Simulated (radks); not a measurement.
All-electron atom: Ag in [Kr] 4d10 5s1.

All-electron calculation, scalar-relativistic Kohn-Sham, LB94 model potential, spin-polarised, spherical densities, finite nucleus; open shells are filled with parallel spins first (spin-orbit coupling, left out, can overturn this in heavy ions); Fermi nuclear charge, rms radius 4.5454 fm. Program: a radial shooting solver on a logarithmic mesh with Libxc functionals.

Energy parts (Ry):
part                    energy
kinetic            11083.72395
electron-nucleus  -25753.05564
Hartree             4336.31847
(The LB94 potential has no energy functional, so no total or exchange-correlation energy is given.)

Orbitals (lengths in bohr, moments of r in powers of bohr; <r^-3> diverges for s and p1/2; r(max) is where P^2 peaks):
| orbital | occ. | eigenvalue (Ry) | r(max) | <r^-3> |
|---|---|---|---|---|
| 1s up | 1 | -1871.627 | 0.02015 | - |
| 1s down | 1 | -1871.624 | 0.02015 | - |
| 2s up | 1 | -276.8665 | 0.1139 | - |
| 2s down | 1 | -276.8650 | 0.1139 | - |
| 2p up | 3 | -248.7402 | 0.09099 | 3814 |
| 2p down | 3 | -248.7390 | 0.09099 | 3814 |
| 3s up | 1 | -51.48700 | 0.3330 | - |
| 3s down | 1 | -51.48581 | 0.3330 | - |
| 3p up | 3 | -42.21099 | 0.3262 | 676.6 |
| 3p down | 3 | -42.20995 | 0.3262 | 676.5 |
| 3d up | 5 | -27.53102 | 0.2733 | 93.26 |
| 3d down | 5 | -27.52985 | 0.2733 | 93.26 |
| 4s up | 1 | -7.39682 | 0.8186 | - |
| 4s down | 1 | -7.39273 | 0.8186 | - |
| 4p up | 3 | -4.71781 | 0.8742 | 113.3 |
| 4p down | 3 | -4.71662 | 0.8745 | 113.0 |
| 4d down | 5 | -0.98227 | 1.043 | 8.565 |
| 4d up | 5 | -0.97049 | 1.040 | 8.685 |
| 5s down | 0 | -0.70510 | 2.372 | - |
| 5s up | 1 | -0.67585 | 2.380 | - |
| 5p down | 0 | -0.35247 | 3.178 | 5.194 |
| 5p up | 0 | -0.33237 | 3.244 | 4.833 |
| 6s down | 0 | -0.16883 | 7.174 | - |
| 6s up | 0 | -0.16384 | 7.341 | - |
| 5d down | 0 | -0.10037 | 7.462 | 0.1025 |
| 5d up | 0 | -0.09756 | 7.869 | 0.08291 |
| 4f up | 0 | -0.04988 | 18.95 | 0.0002557 |
| 4f down | 0 | -0.04835 | 18.75 | 0.0002737 |

The highest occupied level is 5s up at -9.195 eV. The configuration is held as typed, so some empty levels lie below it. The spin density at the nucleus is 22.22 e/bohr^3 (1s 0.15, 2s 0.02, 3s 0.11, 4s 0.22, 5s 21.73). The density falls to 0.001 e/bohr^3 at r = 4.12 bohr. Summed over all electrons, <r^2> = 45.29 bohr^2, which gives a Langevin (diamagnetic) susceptibility term of -35.9 x 10^-6 cm^3/mol. Spin moment in Bohr magnetons: 1.
